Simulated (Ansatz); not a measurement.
Total energies of ClH5N2Si2.

```xyz
10

N    -0.6293    2.0131    0.3185
Si   -0.6043    0.8294   -0.9541
Cl    1.4852    0.6499   -1.5532
N    -0.4643   -0.6508    0.1401
Si    0.5530   -1.9409    0.1344
H     0.1503    2.1175    0.9543
H    -1.0183    2.9139    0.0865
H    -1.2171   -0.6738    0.8220
H     1.5904   -2.1370   -0.8805
H     0.1543   -3.1213    0.9320
```

Total charge 0; spin multiplicity 1. The bonds changed during the relaxation, so this is another structure than the one it started from. The structure was optimised at the PBE0-D4/def2-TZVP level. It is one conformer, not always the lowest. Basis def2-TZVPP, Ansatz.

RPA on PBE orbitals: Hartree–Fock energy of these orbitals -1149.20433 Eh, correlation -1.42474 Eh (frozen core).

```json
{"functional": "LDA (SPW92)", "energy without D4 (Eh)": "-1147.11403", "D4 term (kJ/mol)": "–"}
{"functional": "PBE", "energy without D4 (Eh)": "-1151.20250", "D4 term (kJ/mol)": "-31.7"}
{"functional": "revPBE", "energy without D4 (Eh)": "-1151.57789", "D4 term (kJ/mol)": "-87.7"}
{"functional": "BLYP", "energy without D4 (Eh)": "-1151.78107", "D4 term (kJ/mol)": "-69.0"}
{"functional": "r2SCAN", "energy without D4 (Eh)": "-1151.67603", "D4 term (kJ/mol)": "-7.4"}
{"functional": "B97M-V", "energy without D4 (Eh)": "-1151.53483", "D4 term (kJ/mol)": "–"}
{"functional": "PBE0", "energy without D4 (Eh)": "-1151.29118", "D4 term (kJ/mol)": "-26.9"}
{"functional": "B3LYP", "energy without D4 (Eh)": "-1151.87620", "D4 term (kJ/mol)": "-51.8"}
{"functional": "r2SCANh", "energy without D4 (Eh)": "-1151.66210", "D4 term (kJ/mol)": "-8.0"}
{"functional": "r2SCAN0", "energy without D4 (Eh)": "-1151.64277", "D4 term (kJ/mol)": "-8.9"}
{"functional": "HSE06 (plane-wave form)", "energy without D4 (Eh)": "-1151.26562", "D4 term (kJ/mol)": "-25.3"}
{"functional": "BHLYP", "energy without D4 (Eh)": "-1151.74589", "D4 term (kJ/mol)": "-42.6"}
{"functional": "CAM-B3LYP", "energy without D4 (Eh)": "-1151.78974", "D4 term (kJ/mol)": "-27.7"}
{"functional": "LC-ωPBE", "energy without D4 (Eh)": "-1151.42029", "D4 term (kJ/mol)": "–"}
{"functional": "ωB97X-V", "energy without D4 (Eh)": "-1151.61059", "D4 term (kJ/mol)": "–"}
{"functional": "ωB97M-V", "energy without D4 (Eh)": "-1151.71135", "D4 term (kJ/mol)": "–"}
{"functional": "B2PLYP", "energy without D4 (Eh)": "-1151.36130", "D4 term (kJ/mol)": "–"}
{"functional": "PBE-QIDH", "energy without D4 (Eh)": "-1151.01772", "D4 term (kJ/mol)": "–"}
```

B3LYP takes the VWN-RPA correlation (the form of Gaussian; ORCA's B3LYP/G). HSE06 is the plane-wave form, built on full-range PBE exchange. The double hybrids freeze the cores in their second-order part.

LC-ωPBE has ω = 0.4 bohr⁻¹.
